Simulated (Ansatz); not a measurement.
Steps of a relaxation of `C1[NH][SbH][SiH2]1` with RKS PBE0-D4/def2-TZVP.

```sh
$ ansatz run in.yaml --threads 4 --pin off --events-out ev --progress --plain --max-ram 10444MiB
```

```yaml
crystal:
  periodic: [false, false, false]
  atoms:
    - {symbol: C, position_ang: [-0.661021, 0.418644, -0.562712]}
    - {symbol: N, position_ang: [-0.034177, -0.741799, -1.251338]}
    - {symbol: Sb, position_ang: [0.922862, -1.836730, 0.353857]}
    - {symbol: Si, position_ang: [0.498719, 0.668638, 0.955952]}
    - {symbol: H, position_ang: [-0.793890, 1.287603, -1.244226]}
    - {symbol: H, position_ang: [-1.677029, 0.125969, -0.213836]}
    - {symbol: H, position_ang: [0.741605, -0.400514, -1.842042]}
    - {symbol: H, position_ang: [-0.641010, -2.251360, 0.998571]}
    - {symbol: H, position_ang: [0.002083, 1.232182, 2.270804]}
    - {symbol: H, position_ang: [1.725057, 1.446168, 0.537870]}
basis:
  gaussian: {orbitals: def2-TZVP}
hamiltonian: {xc: pbe0, dispersion: d4}
relax: {f_tol: 0.005, max_steps: 150}
```

Positions (Å) and forces (eV/Å) along the path, 13 of 13 steps:

```xyz
10
step=1 energy=-17034.4830 eV
C    -0.661    0.419   -0.563   -0.242    0.197    0.095
N    -0.034   -0.742   -1.251    0.689    0.013    0.304
Sb    0.923   -1.837    0.354   -0.743    0.629   -0.333
Si    0.499    0.669    0.956    0.034   -0.062   -0.215
H    -0.794    1.288   -1.244    0.098   -0.448    0.334
H    -1.677    0.126   -0.214    0.530    0.092   -0.210
H     0.742   -0.401   -1.842   -0.511   -0.193    0.366
H    -0.641   -2.251    0.999    0.323    0.071   -0.127
H     0.002    1.232    2.271    0.084   -0.148   -0.313
H     1.725    1.446    0.538   -0.263   -0.152    0.099
10
step=2 energy=-17034.5331 eV
C    -0.654    0.411   -0.552   -0.176    0.262   -0.012
N    -0.031   -0.748   -1.236    0.270    0.127   -0.003
Sb    0.885   -1.773    0.345    0.410   -0.489   -0.173
Si    0.507    0.654    0.948   -0.159    0.387    0.031
H    -0.783    1.267   -1.229    0.000   -0.134    0.094
H    -1.658    0.114   -0.213    0.156    0.059   -0.044
H     0.730   -0.409   -1.827   -0.203   -0.093    0.050
H    -0.626   -2.205    0.980   -0.253   -0.045    0.120
H    -0.001    1.200    2.247    0.025   -0.031   -0.082
H     1.714    1.439    0.540   -0.069   -0.042    0.019
10
step=3 energy=-17034.5521 eV
C    -0.653    0.424   -0.553   -0.004   -0.029    0.108
N    -0.026   -0.745   -1.217    0.132    0.088   -0.094
Sb    0.905   -1.799    0.340    0.017   -0.020   -0.052
Si    0.500    0.658    0.947   -0.027    0.093   -0.018
H    -0.777    1.271   -1.236    0.029   -0.041    0.026
H    -1.654    0.133   -0.215    0.014    0.012   -0.025
H     0.713   -0.416   -1.836   -0.100   -0.073    0.017
H    -0.622   -2.216    0.988   -0.051   -0.034    0.037
H    -0.008    1.199    2.243   -0.002    0.003   -0.010
H     1.706    1.440    0.543   -0.008    0.002    0.013
10
step=4 energy=-17034.5465 eV rejected
C    -0.662    0.427   -0.540    0.373   -0.221   -0.318
N    -0.016   -0.745   -1.222   -0.144    0.248    0.169
Sb    0.903   -1.798    0.340    0.066   -0.034   -0.047
Si    0.506    0.662    0.945   -0.117    0.000    0.040
H    -0.777    1.272   -1.226   -0.004    0.001    0.027
H    -1.666    0.133   -0.217    0.035   -0.041    0.012
H     0.721   -0.426   -1.849   -0.162    0.033    0.092
H    -0.624   -2.221    0.988   -0.044   -0.013    0.026
H    -0.012    1.200    2.237    0.017    0.017    0.016
H     1.712    1.444    0.546   -0.019    0.010   -0.016
10
step=5 energy=-17034.5539 eV
C    -0.651    0.424   -0.550    0.013   -0.039    0.012
N    -0.023   -0.743   -1.219    0.024    0.045    0.016
Sb    0.904   -1.800    0.337   -0.009    0.003   -0.021
Si    0.500    0.662    0.948    0.000    0.013   -0.001
H    -0.773    1.270   -1.233    0.015   -0.001    0.011
H    -1.653    0.133   -0.216   -0.004    0.002   -0.006
H     0.709   -0.418   -1.843   -0.026   -0.031   -0.022
H    -0.624   -2.221    0.991   -0.005   -0.013    0.005
H    -0.010    1.201    2.243   -0.008    0.008   -0.002
H     1.705    1.443    0.545   -0.001    0.011    0.008
10
step=6 energy=-17034.5550 eV
C    -0.647    0.425   -0.548    0.010   -0.041   -0.030
N    -0.025   -0.745   -1.216   -0.001    0.024    0.032
Sb    0.906   -1.802    0.335   -0.008    0.020   -0.011
Si    0.501    0.663    0.951    0.006   -0.009    0.003
H    -0.762    1.271   -1.231    0.007    0.017    0.001
H    -1.651    0.140   -0.217   -0.015    0.003    0.003
H     0.696   -0.429   -1.857   -0.010   -0.016   -0.009
H    -0.621   -2.231    0.991    0.010    0.000    0.002
H    -0.016    1.205    2.242   -0.009   -0.001    0.005
H     1.702    1.451    0.552    0.010    0.002    0.005
10
step=7 energy=-17034.5560 eV
C    -0.645    0.432   -0.551    0.046   -0.012   -0.027
N    -0.039   -0.750   -1.209    0.013    0.006   -0.009
Sb    0.918   -1.794    0.331   -0.002   -0.016    0.010
Si    0.497    0.664    0.953    0.004    0.005    0.020
H    -0.731    1.278   -1.239   -0.013    0.030    0.001
H    -1.659    0.174   -0.230   -0.039   -0.013    0.010
H     0.665   -0.450   -1.875   -0.019   -0.022   -0.003
H    -0.589   -2.255    1.009    0.003    0.007   -0.007
H    -0.034    1.195    2.244    0.003   -0.003   -0.004
H     1.701    1.455    0.569    0.004    0.017    0.008
10
step=8 energy=-17034.5562 eV
C    -0.640    0.434   -0.555    0.025    0.000   -0.013
N    -0.046   -0.754   -1.211    0.035   -0.051    0.049
Sb    0.922   -1.795    0.332   -0.020    0.030   -0.070
Si    0.501    0.664    0.951   -0.008    0.007    0.032
H    -0.719    1.281   -1.242   -0.008    0.020   -0.003
H    -1.657    0.187   -0.234   -0.024   -0.007    0.009
H     0.649   -0.466   -1.891   -0.010   -0.015    0.011
H    -0.583   -2.247    1.024    0.001    0.008   -0.009
H    -0.040    1.169    2.248    0.003    0.010   -0.016
H     1.697    1.476    0.581    0.006   -0.001    0.011
10
step=9 energy=-17034.5566 eV
C    -0.637    0.435   -0.554    0.020   -0.008   -0.052
N    -0.053   -0.761   -1.206    0.042   -0.006    0.007
Sb    0.933   -1.792    0.325   -0.064    0.021   -0.010
Si    0.500    0.665    0.955    0.020   -0.007    0.024
H    -0.705    1.282   -1.242   -0.009    0.009   -0.001
H    -1.658    0.200   -0.236   -0.004   -0.004    0.010
H     0.627   -0.487   -1.907   -0.027    0.008    0.024
H    -0.571   -2.245    1.020    0.025   -0.013    0.009
H    -0.051    1.170    2.247    0.001   -0.007   -0.010
H     1.697    1.481    0.599   -0.003    0.006   -0.001
10
step=10 energy=-17034.5569 eV
C    -0.635    0.437   -0.557   -0.009   -0.010   -0.005
N    -0.053   -0.761   -1.205   -0.014    0.025   -0.016
Sb    0.929   -1.793    0.323    0.009    0.013    0.002
Si    0.502    0.664    0.955    0.006    0.004    0.002
H    -0.703    1.284   -1.246    0.005   -0.008    0.006
H    -1.656    0.204   -0.238   -0.006    0.000    0.008
H     0.623   -0.486   -1.908    0.011   -0.016   -0.001
H    -0.566   -2.250    1.029   -0.008   -0.007    0.002
H    -0.053    1.165    2.247   -0.001   -0.001   -0.004
H     1.696    1.484    0.602    0.005    0.001    0.005
10
step=11 energy=-17034.5570 eV
C    -0.635    0.438   -0.557    0.002    0.002   -0.015
N    -0.055   -0.762   -1.205   -0.006    0.012   -0.001
Sb    0.930   -1.791    0.323    0.005   -0.004    0.000
Si    0.502    0.665    0.955   -0.002    0.001    0.010
H    -0.702    1.285   -1.246   -0.001   -0.004    0.001
H    -1.657    0.206   -0.237    0.001   -0.001    0.005
H     0.621   -0.489   -1.910    0.001   -0.005    0.003
H    -0.565   -2.254    1.029    0.000    0.001    0.001
H    -0.055    1.166    2.246    0.000   -0.001   -0.004
H     1.698    1.486    0.605    0.001   -0.001    0.000
10
step=12 energy=-17034.5570 eV
C    -0.635    0.438   -0.557    0.003    0.000   -0.006
N    -0.055   -0.761   -1.206   -0.004    0.003    0.004
Sb    0.930   -1.791    0.323   -0.001    0.000   -0.003
Si    0.502    0.665    0.955   -0.001    0.001    0.005
H    -0.702    1.285   -1.247   -0.001   -0.002    0.000
H    -1.656    0.206   -0.236    0.002   -0.001    0.002
H     0.621   -0.490   -1.910    0.001    0.000    0.000
H    -0.564   -2.253    1.029    0.000    0.000    0.000
H    -0.056    1.165    2.246    0.001    0.000   -0.002
H     1.699    1.485    0.606   -0.001    0.000    0.000
10
step=13 energy=-17034.5570 eV
C    -0.634    0.438   -0.557   -0.002    0.000    0.000
N    -0.056   -0.761   -1.206    0.002   -0.002   -0.002
Sb    0.930   -1.791    0.322   -0.001    0.001    0.000
Si    0.503    0.665    0.955   -0.001    0.001   -0.001
H    -0.703    1.284   -1.247    0.000    0.001    0.001
H    -1.655    0.206   -0.235    0.001    0.001    0.000
H     0.621   -0.491   -1.910    0.000   -0.001    0.001
H    -0.564   -2.253    1.029    0.001    0.000    0.000
H    -0.057    1.165    2.245    0.000    0.000    0.001
H     1.699    1.486    0.607    0.001    0.000    0.001
```

Hardware: 4 threads of an Arm Neoverse V1 on a shared host. Wall time 48 s, peak host memory 0.48 GiB.
